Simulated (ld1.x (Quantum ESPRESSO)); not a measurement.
## What one change does to a pseudopotential (P (Z = 15), TM)

```
Element                 : P
Generator               : ld1.x (Quantum ESPRESSO) 7.5
Type                    : norm-conserving Troullier–Martins (Kleinman–Bylander form)
Functional              : LDA (PZ)
Relativity              : scalar-relativistic
Frozen core             : [Ne]
Valence charge          : 5
Reference configuration : 3s2 3p2.75 (charge +0.25)
Partial waves           : 3p (bound): rc 1.45 bohr; 3s (bound): rc 1.65 bohr
Local potential         : the s channel
Core correction         : none
```

All-electron outer shells of the reference configuration (LDA (PZ), scalar-relativistic, ld1.x):

```
shell  level (eV)  outermost node (bohr)  outermost maximum (bohr)
   2p     -126.93                      –                      0.35
   3s      -16.19                   0.66                      1.56
   3p       -7.62                   0.64                      1.81
```

Change: wave 3p (bound): rc 1.45 bohr becomes 3p (bound): rc 0.90 bohr.

Cutoffs: the cutoffs (Ry, on a coarse ladder) from which the occupation-weighted sum of valence levels, in a spherical-Bessel basis at the reference potential, stays within 10 and 1 mRy of its value at 400 Ry; they do not see the model core or the augmentation charge, which bear on the density cutoff. Errors are all-electron minus pseudo energies relative to the spin-unpolarised reference configuration.

What does the change do?

Of the 9 tests that both files solve, the error grows in 6 and shrinks in 0 by more than 15 % and 0.3 meV (median size 11.3 → 44.3 meV); the range in which the p phases agree narrows (upper end 4.4 → 1.6); neither file shows a bound ghost. That the errors move this way runs against the usual rule that smaller radii transfer better.

```csv
quantity,base,changed
"cutoff, loose",35 Ry,over 300 Ry
"cutoff, tight",55 Ry,over 300 Ry
loose cutoff by channel (10 mRy a level),"p 8 Ry, s 18 Ry","p over 300 Ry, s 18 Ry"
bound ghosts,none,none
"error for 3s2 3p3, meV [ΔE -1.65 eV]",+0.3,+0.3
"error for 3s2 3p2, meV [ΔE 8.17 eV]",+2.9,+5.0
"error for 3s2 3p1, meV [ΔE 27.42 eV]",+31,+45
"error for 3s2 3p2.5, meV [ΔE 2.17 eV]",+0.2,+0.4
"error for 3s2 3p3.3, meV [ΔE -2.99 eV]",+0.9,+1.1
"error for 3s0 3p5, meV [ΔE 15.49 eV]",+12,+141
"error for 3s1 3p3, meV [ΔE 17.24 eV]",+11,+44
"error for 3s2 3p2.75 (spin-polarised), meV [ΔE -1.35 eV]",+109,+252
"error for 3s2 3p3 (spin-polarised), meV [ΔE -3.16 eV]",+117,+265
s: phases at 1.80 bohr within 0.05 rad from the reference energy up to (Ry; the scan ends near 5),4.4,4.4
p: phases at 1.80 bohr within 0.05 rad from the reference energy up to (Ry; the scan ends near 5),4.4,1.6
```
